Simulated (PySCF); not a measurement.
Delta-SCF ions had no search for a lower state. Excitations are Tamm–Dancoff values on a coarser integration grid. The basis has no diffuse functions, so Rydberg states are missing or too high.

**C$_{9}$H$_{9}$NSSi, SMILES `[SiH3]c1cc2cccnc2cc1S` (C–C–S–H torsion 179°) (charge 0, multiplicity 1)**

Calculation: PySCF 2.14.0 with PBE-D3(BJ)/def2-TZVP // PBE-D3(BJ)/def2-SVP.

```
Item                                                            Result
--------------------------------------  ------------------------------
HOMO                                                          -5.54 eV
dipole moment                                                   1.52 D
HOMO–LUMO gap                                                  2.86 eV
LUMO                                                          -2.68 eV
S1 excitation (TDA)                                            3.27 eV
S1 oscillator strength                                           0.045
T1 excitation (TDA)                                            2.63 eV
S1–T1 gap (TDA)                                                0.64 eV
vertical ionisation energy (Delta-SCF)                         7.81 eV
total energy                                              -29665.11 eV
cost                                    around 22 core-minutes (rough)
```

```xyz
21

Si    -3.2297    -1.1961     0.2946
C     -1.5509    -0.3387     0.1207
C     -0.3920    -1.1121     0.1395
C      0.9059    -0.5415     0.0096
C      2.1053    -1.3042     0.0236
C      3.3216    -0.6528    -0.1099
C      3.3218     0.7636    -0.2572
N      2.2312     1.5151    -0.2762
C      1.0238     0.8869    -0.1454
C     -0.1589     1.6758    -0.1630
C     -1.4150     1.0890    -0.0346
S     -2.9162     2.0379    -0.0506
H     -4.0874    -0.9618    -0.9193
H     -3.9752    -0.6921     1.5005
H     -2.9689    -2.6690     0.4465
H     -0.4671    -2.2058     0.2578
H      2.0509    -2.3985     0.1397
H      4.2725    -1.2055    -0.1039
H      4.2859     1.2951    -0.3648
H     -0.0295     2.7616    -0.2819
H     -2.3280     3.2531    -0.2256
```
Charge 0, spin multiplicity 1.
